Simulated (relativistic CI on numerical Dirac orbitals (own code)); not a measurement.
Forbidden transitions in La4+

Computed by Dirac-Coulomb-Breit CI, separate exchange-only KLI orbitals for each configuration, QED by a radiative potential, valence Slater integrals scaled by 0.85, P86 correlation energy added to each configuration (own radial code, finite nucleus).

Configurations in the expansion (outside the closed core [Kr] 4d10): 5s2 5p5, 5s 5p6, 5s2 5p4 5d, 5s2 5p4 4f, 5s2 5p4 5f, 5s 5p5 5d, 5s2 5p4 5g, 5s2 5p4 6s, 5s2 5p3 4f 5d, 5s2 5p4 6p, 5s 5p5 5f, 5s 5p5 4f, 5s2 5p4 6d, 5s 5p5 5g, 5s2 5p4 7s, 5s 5p4 4f2, 5s2 5p4 7p, 5p6 4f, 5s2 5p3 4f 6s, 5s2 5p3 4f 5g, 5s2 5p4 6f, 5s2 5p4 7d, 5s2 5p4 8s, 5p6 5d, 5s 5p5 6s, 5s 5p5 6p, 5s 5p4 5d2, 5s 5p4 5d 6s, 5s2 5p3 5d2, 5s2 5p2 5d3, 5s2 5p2 4f 5d2, 5s2 5p2 5d2 5f, 5s 5p3 5d3, 5s2 5p2 5d2 5g, 5p5 5d2, 5p4 5d3, 5p4 4f 5d2, 5p4 5d2 5f, 5p4 5d2 5g. Double excitations out of closed p, d and f shells are left out; levels of such configurations are missing from the list, as are those of other unlisted configurations, and high levels can miss mixing partners. These lack a partner that the ground configuration has and come out too high: 5s2 5p4 6s, 5s2 5p4 6p, 5s 5p5 5f, 5s 5p5 4f, 5s2 5p4 6d.

```csv
λ vac (Å),Lower,Upper,Type,A (s⁻¹),log gf
495.52,5s2 5p5 2P°_3/2 [1],5s2 5p4 4f 2F°_5/2 [48],E2,1.68e+03,-6.43
545.79,5s2 5p5 2P°_3/2 [1],5s2 5p4 4f 2D°_3/2 [37],E2,1.44e+04,-5.59
545.91,5s2 5p5 2P°_3/2 [1],5s2 5p4 4f 2F°_5/2 [36],E2,1.17e+03,-6.50
554.23,5s2 5p5 2P°_1/2 [2],5s2 5p4 4f 2F°_5/2 [48],E2,8.19e+03,-5.65
554.57,5s2 5p5 2P°_3/2 [1],5s2 5p4 4f 2G°_7/2 [34],E2,3.42e+03,-5.90
565.71,5s2 5p5 2P°_3/2 [1],5s2 5p4 4f 2D°_5/2 [32],E2,2.35e+04,-5.17
566.12,5s2 5p5 2P°_3/2 [1],5s2 5p4 4f 2F°_7/2 [31],E2,3.38e+03,-5.89
588.81,5s2 5p5 2P°_3/2 [1],5s2 5p4 4f 2D°_5/2 [24],E2,4.38e+02,-6.86
589.66,5s2 5p5 2P°_3/2 [1],5s2 5p4 4f 2G°_7/2 [23],E2,1.17e+03,-6.31
596.77,5s2 5p5 2P°_3/2 [1],5s2 5p4 4f 2F°_7/2 [19],E2,1.02e+04,-5.36
609.99,5s2 5p5 2P°_3/2 [1],5s2 5p4 4f 4D°_5/2 [18],E2,8.66e+01,-7.54
617.88,5s2 5p5 2P°_1/2 [2],5s2 5p4 4f 2D°_3/2 [37],E2,1.68e+04,-5.42
618.05,5s2 5p5 2P°_1/2 [2],5s2 5p4 4f 2F°_5/2 [36],E2,1.50e+04,-5.29
626.38,5s2 5p5 2P°_3/2 [1],5s2 5p4 4f 2D°_3/2 [16],E2,4.46e+01,-7.98
631.44,5s2 5p5 2P°_3/2 [1],5s2 5p4 4f 4G°_5/2 [15],E2,3.94e+03,-5.85
631.68,5s2 5p5 2P°_3/2 [1],5s2 5p4 4f 4G°_7/2 [14],E2,1.56e+02,-7.13
643.54,5s2 5p5 2P°_1/2 [2],5s2 5p4 4f 2D°_5/2 [32],E2,1.43e+03,-6.27
650.71,5s2 5p5 2P°_3/2 [1],5s2 5p4 4f 2F°_7/2 [13],E2,9.35e+03,-5.32
660.22,5s2 5p5 2P°_3/2 [1],5s2 5p4 4f 4D°_3/2 [12],E2,6.13e+03,-5.80
662.24,5s2 5p5 2P°_3/2 [1],5s2 5p4 4f 2F°_5/2 [11],E2,3.07e+03,-5.92
673.60,5s2 5p5 2P°_1/2 [2],5s2 5p4 4f 2D°_5/2 [24],E2,2.92e+02,-6.92
674.02,5s2 5p5 2P°_3/2 [1],5s2 5p4 4f 4D°_1/2 [10],E2,4.35e+03,-6.23
701.47,5s2 5p5 2P°_1/2 [2],5s2 5p4 4f 4D°_5/2 [18],E2,8.17e+02,-6.44
717.91,5s2 5p5 2P°_3/2 [1],5s2 5p4 4f 4F°_7/2 [3],E2,2.27e+01,-7.85
729.99,5s2 5p5 2P°_1/2 [2],5s2 5p4 4f 4G°_5/2 [15],E2,2.40e+02,-6.94
771.47,5s2 5p5 2P°_1/2 [2],5s2 5p4 4f 2F°_5/2 [11],E2,3.09e+02,-6.78
847.12,5s2 5p5 2P°_1/2 [2],5s2 5p4 4f 4F°_5/2 [4],E2,2.14e+01,-7.86
2400.2,5s2 5p4 4f 4F°_9/2 [5],5s2 5p4 4f 2G°_9/2 [35],M1,4.64e+01,-6.40
2854.3,5s2 5p4 4f 4G°_11/2 [8],5s2 5p4 4f 2G°_9/2 [35],M1,5.82e+01,-6.15
3242.6,5s2 5p4 4f 4F°_7/2 [3],5s2 5p4 4f 2H°_9/2 [25],M1,1.12e+01,-6.75
3287.7,5s2 5p4 4f 4F°_9/2 [5],5s2 5p4 4f 2H°_11/2 [29],M1,1.69e+01,-6.48
3386.5,5s2 5p4 4f 4F°_9/2 [5],5s2 5p4 4f 2H°_9/2 [25],M1,8.82e+00,-6.82
3450.1,5s2 5p4 4f 4F°_9/2 [5],5s2 5p4 4f 2G°_7/2 [23],M1,5.87e+01,-6.08
4057.8,5s2 5p4 4f 4F°_7/2 [3],5s2 5p4 4f 4D°_5/2 [18],M1,8.16e+01,-5.92
4088.5,5s2 5p4 4f 4F°_7/2 [3],5s2 5p4 4f 4G°_9/2 [17],M1,6.60e+00,-6.78
4203.8,5s2 5p4 4f 4G°_11/2 [8],5s2 5p4 4f 2H°_11/2 [29],M1,7.23e+01,-5.64
4303.7,5s2 5p3 4f 5d 6H_15/2 [119],5s2 5p3 4f 5d 4I_15/2 [202],M1,5.90e+01,-5.58
4320.0,5s2 5p4 4f 4F°_9/2 [5],5s2 5p4 4f 4G°_9/2 [17],M1,3.41e+01,-6.02
4589.9,5s2 5p4 4f 2G°_9/2 [9],5s2 5p4 4f 2H°_9/2 [25],M1,5.83e+01,-5.74
4677.5,5s2 5p5 2P°_3/2 [1],5s2 5p5 2P°_1/2 [2],M1,1.75e+02,-5.94
4707.5,5s2 5p4 4f 2G°_9/2 [9],5s2 5p4 4f 2G°_7/2 [23],M1,3.33e+01,-6.05
4945.5,5s2 5p4 4f 4F°_5/2 [4],5s2 5p4 4f 2D°_3/2 [16],M1,6.07e+01,-6.05
5443.8,5s2 5p4 4f 4D°_3/2 [12],5s2 5p4 4f 2D°_5/2 [24],M1,5.02e+01,-5.87
5611.7,5s2 5p4 4f 4F°_3/2 [6],5s2 5p4 4f 2D°_3/2 [16],M1,3.54e+01,-6.17
6053.3,5s2 5p4 4f 4G°_11/2 [8],5s2 5p4 4f 4G°_9/2 [17],M1,5.84e+01,-5.49
```

Terms are leading LS components. Brackets give the number of a level in order of energy, since labels repeat. The list gives strong lines, with weight on those to low levels, among the lowest 400 of 10491 levels, so that lines to higher ones, which can be the strongest, are missing. Levels whose partners in the same complex of configurations lie outside the list can be far off, and so can their lines. Rates are taken at the computed energies, electric ones in the length gauge.

At this charge configurations can still be misplaced by up to about 7 % of their energy. Levels and lines within the n = 5 or 6 shells can be off by up to 10 % or somewhat more, and those that change n by about 2 %, since core polarisation is missing. 7 of the 23 excited levels that our extract of the measured tables holds in this range could be paired (the sources list more); they are missed by 1952 cm⁻¹ on average and 2423 at most, and levels without a partner can miss by more. Some levels of the ground configuration have no partner and can miss by 10 % or more. Levels that differ in their count of f electrons can be misplaced by several ten thousand cm⁻¹, since the correlation energy of f electrons is missing or only estimated; rates across such gaps can be off by orders of magnitude.

LS names give the leading component of a level, which can be under half, so a name can repeat, a term be missing and a line seem to break the LS rules.
